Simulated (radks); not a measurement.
Results of a calculation; reference values are marked as such.
How relativity changes the ionisation of the argon ion Ar3+ ([Ne] 3s2 3p3) to Ar4+ ([Ne] 3s2 3p2). Spin-unpolarised spherical Kohn-Sham, PBEsol, point nucleus unless stated (finite: rms radius 3.4274 fm), a radial shooting solver on a logarithmic mesh with Libxc functionals. A level marked "c x" has the speed of light scaled by that factor and shares open shells by 2j + 1; other Dirac levels either fill j = l - 1/2 first or share by 2j + 1.

| level | E(Ar3+) (hartree) | E(Ar4+) (hartree) | IE (eV) | HOMO | <r> HOMO (bohr) |
|---|---|---|---|---|---|
| non-rel. | -523.40316 | -521.28771 | 57.564 | 3p | 1.397 |
| scalar-rel. | -525.28169 | -523.16592 | 57.573 | 3p | 1.396 |
| scalar-rel., finite nucleus | -525.28100 | -523.16523 | 57.573 | 3p | 1.396 |
| Dirac, 2j+1 shares | -525.28382 | -523.16803 | 57.574 | 3p3/2 | 1.398 |
| Dirac, low j first | -525.29299 | -523.18158 | 57.454 | 3p3/2 | 1.398 |
| Dirac, 2j+1 shares, finite nucleus | -525.28314 | -523.16734 | 57.574 | 3p3/2 | 1.398 |
| Dirac, c x 2 | -523.87035 | -521.75482 | 57.567 | 3p3/2 | 1.397 |
| Dirac, c x 3 | -523.61056 | -521.49507 | 57.565 | 3p3/2 | 1.397 |
| Dirac, c x 10 | -523.42181 | -521.30636 | 57.564 | 3p3/2 | 1.397 |

NIST Atomic Spectra Database: 59.6 eV (semi-empirical). The relativistic part of the total energy of Ar3+ is -1.88 hartree (Dirac, 2j+1 shares, finite nucleus), 0.36 % of the non-relativistic value. Spin polarisation and multiplet splitting of open shells are left out at every level.

Beside tabulated values, note that spin-unpolarised runs miss the spin-polarisation part of the exchange energy of open shells.
